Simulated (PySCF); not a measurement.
# Computed vibrations of [Ce(H2S)2]3+

[Ce(H2S)2]3+ (singlet in the valence; each metal's 4f electrons, 1 of them, lie in its core potential, out of spins and levels). PySCF 2.14.0, RKS PBE0, Ce lcecp-1-SVP with ECP47, S def2-SVP, H def2-SVP; non-relativistic Hamiltonian with scalar-relativistic core potentials where named; density fitting; no spin-orbit coupling. Central differences of gradients.

```xyz
7

Ce    0.0000    0.0000    0.0000
S     0.0000    0.0240    2.9649
H     1.0318    0.7417    3.5057
H    -1.0318    0.7417    3.5057
S     0.0000   -0.0240   -2.9649
H     1.0318   -0.7417   -3.5057
H    -1.0318   -0.7417   -3.5057
```

Run from Python with OMP_NUM_THREADS=2. Where DIIS fails, smearing, a level shift and second-order steps follow.
It took 31 s on 2 threads of Arm Neoverse V2, with other jobs on the host.

(1) What are the harmonic wavenumbers and infrared intensities?

(2) Is this a minimum?

An lcecp potential fixes the number of 4f electrons, so in runs with it no electron can move into or out of that shell.

## Answers

(1) Modes are labelled in C2h; negative numbers are unstable modes, those under 60 cm⁻¹ near the noise; a finer grid moves soft modes by up to 10 cm⁻¹.
```
cm⁻¹  km/mol  symmetry
-120       –        au
 -67       –        bu
 -26       –        au
 175     0.0        ag
 199   182.4        bu
 290   117.2        bu
 340     0.0        ag
 437     9.1        au
 470     0.0        bg
1123    19.7        bu
1128     0.0        ag
2579   735.9        bu
2585     0.0        ag
2606   399.9        au
2606     0.0        bg
```

(2) No: 3 unstable; the lowest moves the atoms so:
```
Ce   0.03  0.00  0.00
S   -0.05  0.00  0.00
H   -0.31  0.39 -0.03
H   -0.31 -0.39  0.03
S   -0.05  0.00  0.00
H   -0.31 -0.39  0.03
H   -0.31  0.39 -0.03
```
